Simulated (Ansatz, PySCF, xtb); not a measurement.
Dimer: CH4 (SMILES C) (first 5 atoms) with CH3Br (SMILES CBr); geometry from B3LYP-D3(BJ)/def2-TZVP, rigid monomers moved along the line of their centres of mass till C1···H8 is 2.64 Å.
(charge 0, multiplicity 1):
```xyz
10

C      0.0542     0.0564     0.1627
H     -0.1256    -0.5714     1.0342
H     -0.5792     0.9418     0.2129
H      1.1014     0.3571     0.1370
H     -0.1808    -0.5020    -0.7425
C      0.5804     1.2478     3.4868
Br    -0.0723    -0.5420     3.9361
H      0.6162     1.3200     2.4059
H      1.5675     1.3558     3.9224
H     -0.1152     1.9656     3.9070
```

Monomers are frozen at their geometry in the pair; levels with a basis set take the counterpoise correction. Rows marked so take none.

Cores are frozen in the correlated methods. Filled d and f shells under p-block atoms count as core. Rows in 6-31G* carry no dispersion term and start afresh at each structure (6-31G* with six Cartesian d functions); the Pople sets are all-electron and without relativity.

Run with Ansatz (a quantum-chemistry and plane-wave program) with Gaussian orbitals; PySCF for 6-31G* rows, the dispersion terms; xtb for the GFN methods. Values without a source in brackets are computed.

Question: One of these levels gives 1.68 kcal/mol for the interaction energy. Which?
(A) SCS-MP2/aug-cc-pVDZ
(B) HF/6-31G* (no counterpoise)
(C) r2SCAN-D3(BJ)/def2-TZVPPD
(D) GFN1-xTB

Answer: B, HF/6-31G* (no counterpoise). The others give -0.30 (GFN1-xTB), -0.64 (r2SCAN-D3(BJ)/def2-TZVPPD), 0.28 (SCS-MP2/aug-cc-pVDZ)
